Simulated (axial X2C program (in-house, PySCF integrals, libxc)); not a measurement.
Bond lengths and stretching modes, held linear, of ClMoCl⁻

Calculated with an in-house all-electron X2C program for linear molecules (integrals from PySCF): two-component X2C with atomic mean-field Coulomb and Gaunt terms, Gaussian nuclei, basis Cl dyall-av3z, Mo dyall-v3z with contracted cores. Spin-free rows use the one-electron spin-free X2C Hamiltonian.

Masses Cl 34.969, Mo 97.905, Cl 34.969 u. States: 2c Ω = 5/2 (beyond evenly filled blocks: ω = 5/2); spin-free M_S = 5/2, Λ = 0 (beyond evenly filled blocks: σα, π+α, π-α, δ+α, δ-α).

PBE0, spin-free: energies above the lowest point

| r(Cl–Mo) (Å) | r(Mo–Cl) (Å) | E (meV) |
| --- | --- | --- |
| 2.3683 | 2.3683 | 43.24 |
| 2.3683 | 2.4290 | 19.47 |
| 2.3683 | 2.4897 | 27.01 |
| 2.4290 | 2.3683 | 19.47 |
| 2.4290 | 2.4290 | 0.00 |
| 2.4290 | 2.4897 | 11.45 |
| 2.4290 | 2.5505 | 46.50 |
| 2.4897 | 2.3683 | 27.01 |
| 2.4897 | 2.4290 | 11.45 |
| 2.4897 | 2.4897 | 26.45 |
| 2.5505 | 2.4290 | 46.50 |
| 2.5505 | 2.5505 | 105.99 |

Question: Fit a quadratic surface with cubic terms in each bond: where is the minimum, and what are the two stretching wavenumbers?

Answer: At PBE0, spin-free: bonds 2.434 and 2.434 Å; harmonic stretches 266.4 and 309.7 cm⁻¹; force constants 1.31, 1.31 and coupling 0.15 mdyn/Å.

The other levels and Hamiltonians give:

| Hamiltonian | level | r(Cl–Mo) (Å) | r(Mo–Cl) (Å) | lower stretch (cm⁻¹) | upper stretch (cm⁻¹) |
| --- | --- | --- | --- | --- | --- |
| 2c | PBE0 | 2.434 | 2.434 | 266.2 | 309.5 |
| 2c | HF | 2.528 | 2.528 | 243.3 | 277.1 |
| 2c | r2SCAN | 2.441 | 2.441 | 265.0 | 304.8 |
| 2c | MP2 | 2.423 | 2.423 | 273.7 | 319.6 |
| spin-free | HF | 2.527 | 2.527 | 243.6 | 277.4 |
| spin-free | r2SCAN | 2.440 | 2.440 | 265.2 | 304.9 |
| spin-free | MP2 | 2.423 | 2.423 | 273.9 | 319.8 |

Each state is one determinant, the lowest of a limited PBE0 search; the stretches come from a fit to these few points and carry an uncertainty of a few per cent. Other orders of the atoms were not compared. MP2 freezes inner shells (threshold -2 hartree). For an anion the highest level of a functional can be positive, and the basis then holds the extra electron. The molecule was held linear; bending was not examined, so a bent shape may lie lower. Note: several unpaired electrons, one determinant need not be a pure state.
